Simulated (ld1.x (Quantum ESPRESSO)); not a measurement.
# Ranking ultrasoft potentials for Ag

All share these settings but for the change named:

ld1.x (Quantum ESPRESSO) 7.5 input, shortened:

```
&input
   title='Ag', zed=47., rel=1, dft='PBE', iswitch=3,
   config='[Kr] 4d10 5s1 5p0'
 /
 &inputp
   pseudotype=3, tm=.true., lloc=-1, rcloc=3.40,
   nlcc=.false.,
   which_augfun='PSQ', rmatch_augfun_nc=.true.
 /
6
5S  1  0   1.00   0.00  1.95  2.55  0.0
5S  1  0   0.00   0.15  1.95  2.55  0.0
5P  2  1   0.00   0.00  3.25  3.75  0.0
5P  2  1   0.00   2.30  3.25  3.75  0.0
4D  3  2  10.00   0.00  1.60  1.95  0.0
4D  3  2   0.00   0.85  1.60  1.95  0.0
 &test
   configts(1)='4d10 5s1 5p0'
 /
```

Cutoff: the first of the cutoffs (Ry, on a coarse ladder) from which the occupation-weighted sum of valence levels, in a spherical-Bessel basis at the reference potential, stays within 10 and 1 mRy of its value at 400 Ry; the density cutoff is not measured.

The base gives 30 Ry.

Of 9 variants that were run, those that failed, showed a ghost or another fault, or gave nearly equal values are left out.

Q: Rank these variants from softest to hardest (loose cutoff).
A. waves 4d (bound): rcut 1.60, rcutus 2.46 bohr; 4d channel at 0.85 Ry: rcut 1.60, rcutus 2.46 bohr
B. waves 4d (bound): rcut 1.60, rcutus 1.70 bohr; 4d channel at 0.85 Ry: rcut 1.60, rcutus 1.70 bohr
C. waves 4d (bound): rcut 1.40, rcutus 1.48 bohr; 4d channel at 0.85 Ry: rcut 1.40, rcutus 1.48 bohr
D. waves 4d (bound): rcut 1.60, rcutus 2.08 bohr; 4d channel at 0.85 Ry: rcut 1.60, rcutus 2.08 bohr
E. waves 4d (bound): rcut 1.60, rcutus 2.70 bohr; 4d channel at 0.85 Ry: rcut 1.60, rcutus 2.70 bohr

A: E (15 Ry), A (18 Ry), D (25 Ry), B (40 Ry), C (50 Ry).
